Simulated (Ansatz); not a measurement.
Total energies of `FC(F)(F)C(F)(F)C(F)(F)C(F)(F)C(F)(F)C(F)(F)C(F)(F)C(F)(F)C(F)(F)C(F)(F)CC[S][Au]` from Ansatz at PBE-D4/def2-SVP, gas phase (1 Eh = 27.2114 eV = 2625.5 kJ/mol). The reference geometry is relaxed at PBE-D4/def2-SVP.

Cartesian coordinates in Å:
```
F 2.517 -3.592 -4.602
C 2.506 -2.410 -5.236
F 3.536 -1.663 -4.807
F 2.648 -2.630 -6.551
C 1.149 -1.673 -4.997
F 0.151 -2.568 -5.179
F 1.048 -0.700 -5.935
C 0.925 -0.949 -3.620
F 1.815 0.064 -3.515
F -0.329 -0.433 -3.690
C 1.020 -1.835 -2.343
F 0.140 -2.853 -2.441
F 2.281 -2.342 -2.280
C 0.810 -1.111 -0.957
F 0.907 -2.094 -0.027
F 1.826 -0.236 -0.783
C -0.546 -0.354 -0.738
F -1.556 -1.075 -1.270
F -0.463 0.847 -1.362
C -0.855 -0.118 0.786
F 0.306 0.235 1.405
F -1.316 -1.271 1.307
C -1.900 1.024 1.024
F -1.288 2.216 0.791
F -2.907 0.871 0.129
C -2.568 1.091 2.444
F -3.343 2.212 2.425
F -3.374 0.013 2.576
C -1.634 1.173 3.696
F -0.992 -0.028 3.785
F -2.479 1.261 4.772
C -0.674 2.353 3.700
C 0.072 2.585 5.014
S 1.264 1.303 5.561
Au 2.605 1.011 3.743
H 0.052 2.227 2.872
H -1.281 3.254 3.470
H -0.649 2.623 5.860
H 0.576 3.571 4.971
```

```tsv
state	geometry	energy (Eh)
charge 0 singlet	reference	-3085.67234
charge 1 doublet	reference	-3085.36970
charge -1 doublet	reference	-3085.72221
charge -1 doublet	relaxed at PBE-D4/def2-SVP	-3085.72969
free F atom (doublet)	–	-99.53976
free C atom (triplet)	–	-37.75124
free S atom (triplet)	–	-397.80063
free Au atom (doublet)	–	-135.74006
free H atom (doublet)	–	-0.49863
```

In the def2 sets Au takes a core potential; there is no spin–orbit coupling. Single mean-field runs in def2-SVP are fitted with def2-universal-jkfit.

Work out the vertical ionisation energy to the doublet.

E(charge 1 doublet) − E(charge 0 singlet) = -3085.36970 − (-3085.67234) = 0.30264 Eh = 8.24 eV. For comparison, −ε of the highest occupied level is 5.30 eV at this level, 2.94 eV less.

Work out the vertical electron affinity, to the doublet.

E(charge 0 singlet) − E(charge -1 doublet) = -3085.67234 − (-3085.72221) = 0.04987 Eh = 1.36 eV. The basis lacks diffuse functions, which makes affinities too small.

Give the fundamental gap IE − EA, the Mulliken electronegativity (IE + EA)/2 and the hardness (IE − EA)/2.

From the values in Eh: IE − EA = 0.30264 − 0.04987 = 0.25277 Eh = 6.88 eV; (IE + EA)/2 = 4.80 eV; (IE − EA)/2 = 3.44 eV. The HOMO–LUMO gap of the same run is 1.44 eV, 5.44 eV smaller than the fundamental gap.

How much does the charge -1 doublet relax, and what is the adiabatic electron affinity?

Relaxation: -3085.72221 − (-3085.72969) = 0.00748 Eh = 0.20 eV. Adiabatic electron affinity: 0.05735 Eh = 1.56 eV, without zero-point energy. 

What is the binding energy per atom against free atoms?

Atoms: 21 × (-99.53976) + 12 × (-37.75124) + 1 × (-397.80063) + 1 × (-135.74006) + 4 × (-0.49863) = -3078.88505 Eh. Binding: -3078.88505 − (-3085.67234) = 6.78729 Eh = 184.69 eV, or 4.74 eV for each of 39 atoms (no zero-point energy, no counterpoise term).

At PBE-D4/def2-SVP the gap within one spin of the charge 1 doublet nearly closes, so an electron or hole may be smeared out by delocalisation error. At PBE-D4/def2-SVP the gap within one spin of the charge -1 doublet nearly closes, so an electron or hole may be smeared out by delocalisation error. At PBE-D4/def2-SVP the highest occupied level of the charge -1 doublet lies above zero (up to 1.08 eV). By energy differences its removal costs 1.36 eV (vertical, to the charge 0 singlet, at PBE-D4/def2-SVP); self-interaction error and the lack of diffuse functions both raise the level. At PBE-D4/def2-SVP the highest occupied level of the relaxed charge -1 doublet lies above zero (up to 0.76 eV). By energy differences its removal costs 1.56 eV (each at its own geometry, to the charge 0 singlet, at PBE-D4/def2-SVP); self-interaction error and the lack of diffuse functions both raise the level.
